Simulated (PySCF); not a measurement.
C2H6FNSi.
SMILES: `C=N[Si@@H](C)F`

Vertical excitations from PySCF (density fitting, frozen core in the response, grid level 2 and gas phase unless stated; continuum runs use non-equilibrium linear response for the excitations) on a GFN2-xTB geometry. Reference run:

```tsv
settings	S1, eV (f)	S2, eV (f)	S3, eV (f)	S4, eV (f)	S5, eV (f)	S6, eV (f)	T1, eV (Tamm–Dancoff)	mean α (au)
wB97X-D/def2-SVPD, full TDDFT, 8 singlets	4.15 (0.000)	7.10 (0.012)	7.60 (0.299)	8.02 (0.111)	8.37 (0.060)	8.40 (0.050)	3.59	56.9
```

**Question.** What do these settings give: (1) LC-wPBE/def2-SVPD, IEF-PCM cyclohexane, TDA, 6 singlets; (2) PBE0/STO-3G, grid level 3, TDA, 12 singlets?

**Answer.** 
```csv
settings,"S1, eV (f)","S2, eV (f)","S3, eV (f)","S4, eV (f)","S5, eV (f)","S6, eV (f)","T1, eV (Tamm–Dancoff)",mean α (au)
"LC-wPBE/def2-SVPD, IEF-PCM cyclohexane, TDA, 6 singlets",4.20 (0.000),7.42 (0.024),8.25 (0.778),8.53 (0.016),8.85 (0.091),8.98 (0.012),3.52,61.3
"PBE0/STO-3G, grid level 3, TDA, 12 singlets",4.47 (0.002),7.01 (0.014),7.33 (0.006),9.58 (0.014),10.10 (0.041),10.43 (0.067),–,25.9
```

(1) S1 moves by +0.05 eV; functional, environment and response scheme change together, so the shift can't be laid on one. (2) S1 moves by +0.32 eV; functional, basis and response scheme change together, so the shift can't be laid on one. States are counted by energy in each run and needn't keep their character from row to row.

**Question.** Which orbital pairs make up S1 in each run, and how does it sit against the orbital gap?

**Answer.** 
| settings | S1 configurations (weight) | S1 (eV) | orbital gap (eV) | S1 − gap (eV) |
| --- | --- | --- | --- | --- |
| wB97X-D/def2-SVPD, full TDDFT, 8 singlets | H→L 0.98 | 4.15 | 10.04 | -5.89 |
| LC-wPBE/def2-SVPD, IEF-PCM cyclohexane, TDA, 6 singlets | H→L 0.96 | 4.20 | 11.48 | -7.28 |
| PBE0/STO-3G, grid level 3, TDA, 12 singlets | H→L 0.99 | 4.47 | 6.79 | -2.32 |

The structure is a single GFN2-xTB conformer; no vibrational corrections.

Shape of the structure used: `[CH2:1]=[N:2][Si@@H:3]([CH3:4])[F:5]`: C1–N2–Si3–C4 -115°.
